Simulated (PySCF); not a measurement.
Species: C₅H₇F₃.
SMILES: `FCC(F)(F)C1CC1`

Torsions of this conformer, `[F:1][CH2:2][C:3]([F:4])([F:5])[CH:6]1[CH2:7][CH2:8]1`: F1–C2–C3–F4 -175°, C2–C3–C6–C7 -157°.

The closed-shell ground state was solved at several levels (PySCF, density fitting, gas phase, non-relativistic). Geometry: PBE0-D3(BJ)/def2-SVP, one conformer, isolated molecule.

| level | basis functions | total energy (Eh) | HOMO (eV) | LUMO (eV) | gap (eV) | dipole (D) |
| --- | --- | --- | --- | --- | --- | --- |
| PBE0/pcSseg-1 | 171 | -493.6853 | -8.82 | 1.46 | 10.28 | 1.73 |
| B3LYP/pcJ-1 | 286 | -494.2562 | -8.57 | 1.16 | 9.73 | 1.71 |
| wB97X-D/def2-SVPD | 225 | -493.7597 | -10.78 | 2.42 | 13.20 | 1.85 |

Estimate the row for B97-2/pcSseg-1, a basis of 171 functions; the other rows only guide the guess.

Total energy -494.0422 Eh, HOMO -8.55 eV, LUMO 1.44 eV, gap 9.99 eV, dipole 1.73 D.

Over all these levels, which gives the widest orbital gap and which the narrowest?

wB97X-D/def2-SVPD (range-separated hybrid) has the widest, 13.20 eV, and B3LYP/pcJ-1 (global hybrid, 20 % exact exchange) the narrowest, 9.73 eV. Functional and basis both differ between the two, so the spread mixes both effects.

How far do the dipole and the HOMO energy spread over the levels?

The dipole runs from 1.71 to 1.85 D (mean 1.75 D) and the HOMO from -10.78 to -8.55 eV.

wB97X-D is run here without its empirical dispersion term; that term would change no orbital, density or response property at a fixed geometry.
